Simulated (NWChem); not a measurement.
System: C$_{2}$H$_{5}$GaO; SMILES [CH](=C)[GaH][OH]

The following NWChem deck was run.

```
start job
memory heap 200 mb stack 900 mb global 1100 mb
geometry units angstroms noautoz
  Ga    -0.470654    -0.548132     0.000000
  H     -1.725213    -1.474443     0.000000
  C     -0.400626     1.405041     0.000000
  C      0.751991     2.088058     0.000000
  H     -1.333085     1.984667     0.000000
  H      0.789297     3.184748     0.000000
  H      1.728778     1.588373     0.000000
  O      1.074703    -1.449178     0.000000
  H      1.875483    -0.916192     0.000000
end
basis spherical
  Ga library def2-svp
  H library def2-svp
  C library def2-svp
  O library def2-svp
end
dft
  xc bhlyp
  iterations 150
  mulliken
end
task dft energy
```

Excerpt of the output:

```
             Northwest Computational Chemistry Package (NWChem) 7.3.0
             --------------------------------------------------------

 CS  symmetry detected

                             Geometry "geometry" -> ""
                             -------------------------

 Output coordinates in angstroms (scale by  1.889725989 to convert to a.u.)

  No.       Tag          Charge          X              Y              Z
 ---- ---------------- ---------- -------------- -------------- --------------
    1 Ga                  31.0000    -0.38705884    -0.52052528     0.00000000
    2 H                    1.0000    -1.56835249    -1.53861941     0.00000000
    3 C                    6.0000    -0.46421217     1.43237924     0.00000000
    4 C                    6.0000     0.63373723     2.20019777     0.00000000
    5 H                    1.0000    -1.43764592     1.94019104     0.00000000
    6 H                    1.0000     0.58840788     3.29658545     0.00000000
    7 H                    1.0000     1.64535746     1.77543612     0.00000000
    8 O                    8.0000     1.22172293    -1.30272307     0.00000000
    9 H                    1.0000     1.98012331    -0.71098702     0.00000000

 Effective nuclear repulsion energy (a.u.)     247.6519708220

      Symmetry information
      --------------------

 Group name             Cs
 Group number              2
 Group order               2
 No. of unique centers     9

                                 NWChem DFT Module
                                 -----------------

 Summary of "ao basis" -> "ao basis" (spherical)
 ------------------------------------------------------------------------------
       Tag                 Description            Shells   Functions and Types
 ---------------- ------------------------------  ------  ---------------------
 Ga                         def2-svp                12       32   5s4p3d
 H                          def2-svp                 3        5   2s1p
 C                          def2-svp                 6       14   3s2p1d
 O                          def2-svp                 6       14   3s2p1d

      Symmetry analysis of basis
      --------------------------

        a'         72
        a"         27

            General Information
            -------------------
          SCF calculation type: DFT
          Wavefunction type:  closed shell.
          No. of atoms     :     9
          No. of electrons :    56
           Alpha electrons :    28
            Beta electrons :    28
          Charge           :     0
          Spin multiplicity:     1
          Use of symmetry is: on ; symmetry adaption is: on
          Maximum number of iterations: 150
          AO basis - number of functions:    99
                     number of shells:    45
          Convergence on energy requested:  1.00D-06
          Convergence on density requested:  1.00D-05
          Convergence on gradient requested:  5.00D-04

              XC Information
              --------------
                        BHLYP Method XC Functional
                     Hartree-Fock (Exact) Exchange  0.500
                        Slater Exchange Functional  0.500 local
                    Becke 1988 Exchange Functional  0.500 non-local
              Lee-Yang-Parr Correlation Functional  1.000

             Grid Information
             ----------------
          Grid used for XC integration:  medium
          Radial quadrature: Mura-Knowles
          Angular quadrature: Lebedev.
          Tag              B.-S. Rad. Rad. Pts. Rad. Cut. Ang. Pts.
          ---              ---------- --------- --------- ---------
          Ga                  1.30      112          11.0       590
          H                   0.35       45          13.0       434
          C                   0.70       49          11.0       434
          O                   0.60       49          12.0       434
          Grid pruning is: on
          Number of quadrature shells:   484
          Spatial weights used:  Erf1

      Superposition of Atomic Density Guess
      -------------------------------------

 Sum of atomic energies:       -2075.41303103

      Non-variational initial energy
      ------------------------------

 Total energy =   -2076.956986
 1-e energy   =   -3383.638190
 2-e energy   =    1059.029234
 HOMO         =      -0.321510
 LUMO         =      -0.037155

      Symmetry analysis of molecular orbitals - initial
      -------------------------------------------------

  Numbering of irreducible representations:

     1 a'          2 a"

  Orbital symmetries:

     1 a'          2 a'          3 a'          4 a'          5 a"
     6 a'          7 a'          8 a'          9 a'         10 a'
    11 a'         12 a"         13 a'         14 a'         15 a'
    16 a'         17 a"         18 a"         19 a'         20 a'
    21 a'         22 a'         23 a'         24 a'         25 a"
    26 a'         27 a"         28 a'         29 a"         30 a'
    31 a"         32 a'         33 a'         34 a'         35 a'
    36 a'         37 a'         38 a'

     ---------------------------------------------
      Total Density - Mulliken Population Analysis
     ---------------------------------------------

    Atom       Charge   Shell Charges
 -----------   ------   -------------------------------------------------------
    1 Ga  31    30.00   2.00  2.00  2.00  0.91  0.18  6.00  5.98  0.59  0.25  8.10  1.84  0.15
    2 H    1     1.14   0.67  0.46  0.01
    3 C    6     6.44   1.99  1.00  0.35  1.99  1.09  0.02
    4 C    6     6.12   1.99  0.97  0.28  1.91  0.94  0.03
    5 H    1     0.89   0.67  0.20  0.03
    6 H    1     0.90   0.67  0.21  0.02
    7 H    1     0.90   0.67  0.20  0.02
    8 O    8     8.94   1.99  1.12  0.66  3.13  2.03  0.00
    9 H    1     0.67   0.53  0.07  0.06

[...]
```

Level: BHandHLYP/def2-SVP. The geometry was optimised at PBE0/def2-SVP.
